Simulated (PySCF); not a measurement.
## Gas-phase thermal properties of CuCl

Energies from PySCF (xtb for GFN2), thermal terms from the rigid-rotor harmonic-oscillator model, ideal gas at 1 bar. 'Table' is the NASA 1993 thermochemical table (part measured, part estimated). 6-31G* has spherical d functions here. All species are closed-shell singlets. B3LYP is the form with VWN-RPA correlation. Cu: all electrons, no relativistic terms. The harmonic model lacks anharmonicity and excited electronic states, which grow with temperature; levels with a mode under 35 cm⁻¹ are left out. The table's entry may be an old estimate for CuCl (not checked at source).

```
level           point group  σ  ZPE (kJ/mol)  S°298 (J/mol/K)  Cp298 (J/mol/K)  S°1000 (J/mol/K)  H1000 − H298 (kJ/mol)
--------------  -----------  -  ------------  ---------------  ---------------  ----------------  ---------------------
table                     -  -             -            237.2             35.3             281.7                   25.9
B3LYP/6-31G*            C∞v  1           2.7            236.3             34.8             280.2                   25.6
GFN2-xTB                C∞v  1           1.9            238.9             36.0             283.4                   25.9
HF/6-31G*               C∞v  1           2.3            238.1             35.4             282.4                   25.8
PBE/def2-SVP            C∞v  1           2.5            237.3             35.2             281.5                   25.7
PBE0/def2-TZVP          C∞v  1           2.4            237.6             35.3             281.8                   25.8
```
σ: rotational symmetry number. Electronic degeneracy used: 1. Frequencies are unscaled.
